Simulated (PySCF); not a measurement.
AlHCl2, SMILES [Cl][AlH][Cl].

Coordinates come from a PBE0-D3(BJ)/def2-TZVP optimisation.

These are PySCF with TDA-CAM-B3LYP/def2-SVPD values and carry that method's errors.

Vertical excitations. Gas-phase values at a fixed geometry. State labels are in the subgroup C2v.

| state | symmetry | energy (eV) | λ (nm) | f | main pairs |
|---|---|---|---|---|---|
| S1 | B1 | 6.62 | 187 | 0.013 | HOMO→LUMO 98 % |
| S2 | A2 | 6.74 | 184 | 0.000 | HOMO−1→LUMO 98 % |
| S3 | B2 | 7.31 | 170 | 0.019 | HOMO−2→LUMO 74 %, HOMO−1→LUMO+1 20 % |
| S4 | B2 | 7.60 | 163 | 0.083 | HOMO−1→LUMO+1 68 %, HOMO−2→LUMO 18 % |
| S5 | A2 | 7.69 | 161 | 0.000 | HOMO−2→LUMO+1 91 % |
| S6 | A1 | 7.73 | 160 | 0.063 | HOMO→LUMO+1 63 %, HOMO−3→LUMO 26 % |
| S7 | B1 | 7.89 | 157 | 0.004 | HOMO−4→LUMO 92 % |
| S8 | A1 | 7.91 | 157 | 0.122 | HOMO−3→LUMO 65 %, HOMO→LUMO+1 22 % |
| S9 | B1 | 8.31 | 149 | 0.178 | HOMO−3→LUMO+1 83 % |
| S10 | A2 | 8.40 | 148 | 0.000 | HOMO−5→LUMO 97 % |
| T1 | B1 | 6.12 | 203 | 0 | HOMO→LUMO 90 % |
| T2 | A2 | 6.62 | 187 | 0 | HOMO−1→LUMO 97 % |
| T3 | B2 | 6.69 | 185 | 0 | HOMO−2→LUMO 96 % |
| T4 | A1 | 6.84 | 181 | 0 | HOMO→LUMO+1 78 % |
Triplets are in the Tamm–Dancoff approximation.
